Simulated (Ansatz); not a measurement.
Reaction (substitution at a C–N bond): `CN(C)BF` + `CNP` → `CN(C)P` + `CNBF`

Program: Ansatz. Geometries: PBE0-D4/def2-TZVP. ΔE: electronic, gas phase. CCSD(T)/CBS is the MP2 limit (def2-TZVPP, def2-QZVPP) plus CCSD(T) − MP2 in def2-TZVPP, frozen cores. This one scheme is used for every species. DFT in def2-TZVPP. B3LYP here is the variant with VWN-RPA as its local correlation; programs differ in this. One conformer a species, not always the lowest.

```csv
level,ΔE (kcal/mol)
BLYP-D4,-0.8
BHLYP-D4,-0.4
ωB97M-V,-0.5
PBE0,-0.2
B3LYP,-0.1
MP2/def2-TZVPP,-0.8
SCS-MP2/def2-TZVPP,-0.6
HF/CBS(def2),0.0
```

Q: What does CCSD(T)/CBS give? (An estimate is asked.)

A: Ansatz gave: -0.4 kcal/mol. The listed levels differ from it by -0.4, 0.0, -0.1, 0.2, 0.3, -0.4, -0.2, 0.4 kcal/mol.

Largest T1 diagnostic among the species: 0.012.

Leaving LDA and LC-ωPBE aside and taking each functional with its dispersion term where it has one, the values, not all of them listed here, spread over 0.7 kcal/mol, from revPBE-D4 to CAM-B3LYP-D4.
